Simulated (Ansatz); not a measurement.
C$_{3}$H$_{10}$BrNSi (SMILES CN(C)[SiH](C)Br), singlet, geometry from GFN2-xTB; SC-NEVPT2/STO-3G, CASSCF(4,4) (Ansatz, a first-principles code).

The Ansatz input:
Ansatz 0.2 input:
```yaml
crystal:
  periodic: [false, false, false]
  atoms:
    - {symbol: Si, position_ang: [0.46823540, 0.69479519, -0.15085970]}
    - {symbol: C, position_ang: [1.87033266, 0.35231768, -1.38518140]}
    - {symbol: Br, position_ang: [0.43751476, -1.03316118, 1.25274659]}
    - {symbol: N, position_ang: [-1.12624845, 0.81723998, -0.76781813]}
    - {symbol: C, position_ang: [-1.58799667, 2.06410856, -1.32227817]}
    - {symbol: C, position_ang: [-1.89780063, -0.31059628, -1.23387476]}
    - {symbol: H, position_ang: [0.69853435, 1.87587729, 0.67080567]}
    - {symbol: H, position_ang: [2.82744765, 0.25433341, -0.87936491]}
    - {symbol: H, position_ang: [1.69774924, -0.57220327, -1.93388992]}
    - {symbol: H, position_ang: [1.96207578, 1.15523927, -2.11222518]}
    - {symbol: H, position_ang: [-1.47542770, 2.08798593, -2.41295468]}
    - {symbol: H, position_ang: [-2.64633943, 2.20166611, -1.08591698]}
    - {symbol: H, position_ang: [-1.02572161, 2.89185119, -0.89764616]}
    - {symbol: H, position_ang: [-1.81719060, -0.43221484, -2.32073932]}
    - {symbol: H, position_ang: [-2.95142150, -0.15822709, -0.98506392]}
    - {symbol: H, position_ang: [-1.56149098, -1.22645881, -0.75436635]}
basis:
  gaussian:
    orbitals: STO-3G
magnetization: {spin_polarized: false}
correlation: {method: sc_nevpt2, electrons: all, active_space: {window: {electrons: 4, orbitals: 4}}}
```

Task: What does Ansatz print? Leave out banner, timings and long lists.

Result: 
```
Functional definition: HF
698 factors; integrals over basis functions are off by at most 4.3e-5 eV
mean field evaluation 1: about -81690.3010 eV, gradient 2.1e1 eV
mean field evaluation 2: about -81690.5740 eV, gradient 2.0e1 eV
mean field evaluation 4: about -81692.4189 eV, gradient 1.4e0 eV
mean field evaluation 8: about -81692.4272 eV, gradient 2.3e-2 eV
mean field -81692.42717345 eV, -3002.1413255083 hartree, gradient 3.0e-6 eV, S^2 0.000000; 0 other end points of the search recorded, 0 dependent functions left out
reference -81692.42717345 eV, -3002.1413255083 hartree; 42, 42 occupied and 15, 15 virtual orbitals, 698 factors
state -81693.30140057 eV, -3002.1734527624 hartree
state -81693.30140057 eV, -3002.1734527624 hartree; corrected -81699.30597498 eV, -3002.3941168018 hartree
state -81693.18083794 eV, -3002.1690221675 hartree
state -81693.18083794 eV, -3002.1690221675 hartree; corrected -81699.24587248 eV, -3002.3919080759 hartree
state -81693.30140057 eV, -3002.1734527624 hartree; corrected -81699.30597498 eV, -3002.3941168018 hartree
state -81693.04123055 eV, -3002.1638916906 hartree
state -81693.04123055 eV, -3002.1638916906 hartree; corrected -81699.24414946 eV, -3002.3918447560 hartree
state -81693.30140057 eV, -3002.1734527624 hartree; corrected -81699.30597498 eV, -3002.3941168018 hartree
2 active orbitals were swapped for others, from the solution at -81693.18082295 eV, -3002.1690216166 hartree to that at -81693.30138683 eV, -3002.1734522575 hartree; typed "places" are swapped only where nearly empty or full, and so, without "given_window_search", are "orbital_numbers", "shells" and a window whose orbitals a file names under [Active]
Total energy: -81699.30597498 eV, -3002.3941168018 hartree
```
